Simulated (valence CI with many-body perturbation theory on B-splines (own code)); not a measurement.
**Mo28+: calculated level list**

Computed by configuration interaction combined with many-body perturbation theory (CI+MBPT): four valence electrons over a frozen Dirac-Fock core [Ne], a basis of 11 s, 11 p, 10 d, 8 f, 5 g, 2 h functions for each j, with the one-electron correlation potential Σ1, the two-electron term Σ2, the three-electron term Σ3, Breit, model QED; selected CI, second order for the rest, scaled by the run's own slope (own B-spline code, finite nucleus).

No measured spectrum was set against this ion. As an estimate, large intervals hold to a few tenths of a per cent, small ones and those within an open d or f shell to about a per cent. Among the levels kept, up to 710 cm⁻¹ of a level comes from second order outside the variational space, and about a tenth of that is noise between levels of different J, which matters for small intervals.

Levels 136 to 177 of 177, with energies above the lowest level, 3s2 3p2 3P_0. "Leading %" is the weight of the configuration and term that name the level; weights of strongly mixed levels are sums over their largest components and can fall short, so below about 35 % the name and the second component can differ from the true leading terms, or belong to a minority configuration. In the jj column 3d3/2^4 stands for four electrons in 3d with j = 3/2. Lifetimes count E1, E2, E3, M1 and M2 decay at the calculated energies, and are blank where another channel may lead or the interval is too uncertain; long ones can be off by a factor of two.

| No. | Configuration | Term | J | E (cm⁻¹) | Leading % | Leading jj | g | Lifetime |
| --- | --- | --- | --- | --- | --- | --- | --- | --- |
| 136 | 3s 3p 3d2 | 5P° | 1 | 2771800 | 36 | 3p1/2 3p3/2^2 3d5/2 (25 %) | 1.907 | 6.70 ps |
| 137 | 3p3 3d | 3D° | 3 | 2774600 | 28 | 3p1/2 3p3/2^2 3d3/2 (28 %) | 1.184 | 5.92 ps |
| 138 | 3s 3p 3d2 | 5P° | 2 | 2793800 | 51 | 3s 3p1/2 3d3/2 3d5/2 (52 %) | 1.750 | 6.39 ps |
| 139 | 3s 3p 3d2 | 5D° | 3 | 2800900 | 21 | 3p1/2 3p3/2^2 3d5/2 (42 %) | 1.261 | 10.8 ps |
| 140 | 3s 3p 3d2 | 3H° | 4 | 2805700 | 76 | 3s 3p1/2 3d3/2 3d5/2 (73 %) | 0.858 | 13.4 ps |
| 141 | 3s 3p 3d2 | 5G° | 6 | 2806500 | 99 | 3s 3p3/2 3d5/2^2 (72 %) | 1.329 | 27.7 ps |
| 142 | 3p3 3d | 3F° | 2 | 2808000 | 45 | 3p1/2 3p3/2^2 3d3/2 (43 %) | 0.773 | 7.46 ps |
| 143 | 3p3 3d | 1D° | 2 | 2832700 | 19 | 3p1/2 3p3/2^2 3d5/2 (43 %) | 1.142 | 6.33 ps |
| 144 | 3s 3p 3d2 | 3H° | 5 | 2840800 | 31 | 3s 3p1/2 3d3/2 3d5/2 (43 %) | 1.188 | 8.83 ps |
| 145 | 3p3 3d | 3F° | 3 | 2846000 | 26 | 3p1/2 3p3/2^2 3d5/2 (28 %) | 1.126 | 6.98 ps |
| 146 | 3s 3p 3d2 | 3D° | 1 | 2847400 | 50 | 3s 3p1/2 3d5/2^2 (25 %) | 0.681 | 6.39 ps |
| 147 | 3s 3p 3d2 | 5F° | 5 | 2855800 | 53 | 3s 3p3/2 3d3/2 3d5/2 (39 %) | 1.250 | 9.00 ps |
| 148 | 3s 3p 3d2 | 5F° | 4 | 2855900 | 44 | 3s 3p3/2 3d3/2 3d5/2 (68 %) | 1.313 | 6.84 ps |
| 149 | 3p3 3d | 3P° | 0 | 2862500 | 37 | 3s 3p3/2 3d3/2^2 (50 %) |  | 4.64 ps |
| 150 | 3s 3p 3d2 | 5D° | 3 | 2870200 | 21 | 3s 3p3/2 3d3/2 3d5/2 (37 %) | 1.168 | 6.81 ps |
| 151 | 3s 3p 3d2 | 3F° | 4 | 2872300 | 24 | 3s 3p1/2 3d3/2 3d5/2 (28 %) | 1.188 | 9.29 ps |
| 152 | 3s 3p 3d2 | 5D° | 1 | 2875400 | 40 | 3s 3p3/2 3d3/2^2 (47 %) | 1.353 | 5.03 ps |
| 153 | 3s 3p 3d2 | 3G° | 3 | 2876800 | 27 | 3s 3p3/2 3d3/2 3d5/2 (33 %) | 1.105 | 7.18 ps |
| 154 | 3p3 3d | 3P° | 2 | 2878600 | 26 | 3p3/2^3 3d5/2 (36 %) | 1.312 | 7.47 ps |
| 155 | 3s 3p 3d2 | 5D° | 2 | 2880800 | 72 | 3s 3p3/2 3d3/2^2 (51 %) | 1.365 | 4.56 ps |
| 156 | 3s 3p 3d2 | 3G° | 3 | 2883600 | 55 | 3s 3p1/2 3d3/2 3d5/2 (33 %) | 0.947 | 6.66 ps |
| 157 | 3s 3p 3d2 | 5D° | 1 | 2885700 | 26 | 3p1/2 3p3/2^2 3d3/2 (30 %) | 1.039 | 4.50 ps |
| 158 | 3p3 3d | 3P° | 2 | 2892900 | 23 | 3p1/2 3p3/2^2 3d5/2 (26 %) | 1.282 | 6.07 ps |
| 159 | 3s 3p 3d2 | 5D° | 0 | 2893200 | 70 | 3s 3p3/2 3d3/2 3d5/2 (35 %) |  | 4.65 ps |
| 160 | 3s 3p 3d2 | 5D° | 4 | 2897000 | 32 | 3s 3p3/2 3d3/2 3d5/2 (25 %) | 1.258 | 7.30 ps |
| 161 | 3s 3p 3d2 | 5P° | 3 | 2899100 | 40 | 3s 3p3/2 3d3/2 3d5/2 (67 %) | 1.466 | 6.20 ps |
| 162 | 3p3 3d | 3D° | 1 | 2900800 | 28 | 3s 3p3/2 3d3/2 3d5/2 (32 %) | 1.040 | 4.59 ps |
| 163 | 3s 3p 3d2 | 5D° | 4 | 2905400 | 60 | 3s 3p3/2 3d3/2 3d5/2 (44 %) | 1.372 | 5.69 ps |
| 164 | 3s 3p 3d2 | 5P° | 3 | 2919000 | 15 | 3s 3p3/2 3d3/2 3d5/2 (27 %) | 1.175 | 6.67 ps |
| 165 | 3s 3p 3d2 | 3G° | 4 | 2925300 | 37 | 3s 3p1/2 3d5/2^2 (40 %) | 1.102 | 7.51 ps |
| 166 | 3s 3p 3d2 | 3P° | 0 | 2932900 | 43 | 3s 3p1/2 3d3/2 3d5/2 (41 %) |  | 4.17 ps |
| 167 | 3s 3p 3d2 | 3F° | 4 | 2938400 | 67 | 3s 3p3/2 3d5/2^2 (59 %) | 1.257 | 9.03 ps |
| 168 | 3p3 3d | 1F° | 3 | 2944000 | 18 | 3s 3p3/2 3d5/2^2 (41 %) | 1.191 | 6.78 ps |
| 169 | 3s 3p 3d2 | 5S° | 2 | 2945200 | 64 | 3s 3p3/2 3d3/2 3d5/2 (43 %) | 1.865 | 3.64 ps |
| 170 | 3s 3p 3d2 | 3D° | 1 | 2948800 | 38 | 3s 3p1/2 3d3/2 3d5/2 (26 %) | 1.027 | 4.08 ps |
| 171 | 3s 3p 3d2 | 3D° | 2 | 2959300 | 28 | 3s 3p3/2 3d3/2 3d5/2 (36 %) | 1.168 | 4.78 ps |
| 172 | 3s 3p 3d2 | 3S° | 1 | 2960400 | 39 | 3s 3p3/2 3d3/2 3d5/2 (37 %) | 1.581 | 4.51 ps |
| 173 | 3s 3p 3d2 | 3F° | 2 | 2961700 | 35 | 3p1/2 3p3/2^2 3d3/2 (20 %) | 0.970 | 3.84 ps |
| 174 | 3p3 3d | 1F° | 3 | 2969500 | 25 | 3p3/2^3 3d5/2 (28 %) | 1.142 | 5.86 ps |
| 175 | 3s 3p 3d2 | 3P° | 0 | 2983700 | 78 | 3s 3p1/2 3d5/2^2 (65 %) |  | 5.57 ps |
| 176 | 3p3 3d | 1D° | 2 | 2986000 | 34 | 3p1/2 3p3/2^2 3d5/2 (27 %) | 1.050 | 5.13 ps |
| 177 | 3s 3p 3d2 | 3H° | 6 | 2986500 | 99 | 3s 3p3/2 3d3/2 3d5/2 (72 %) | 1.165 | 14.8 ps |

Names give the largest LS component (configuration and term), which can be under half, so a name can repeat, a term be missing and a line seem to break the LS rules; names also repeat where a configuration has a term twice.

Where two levels of one J and parity lie close, their mixing, g and order are uncertain.
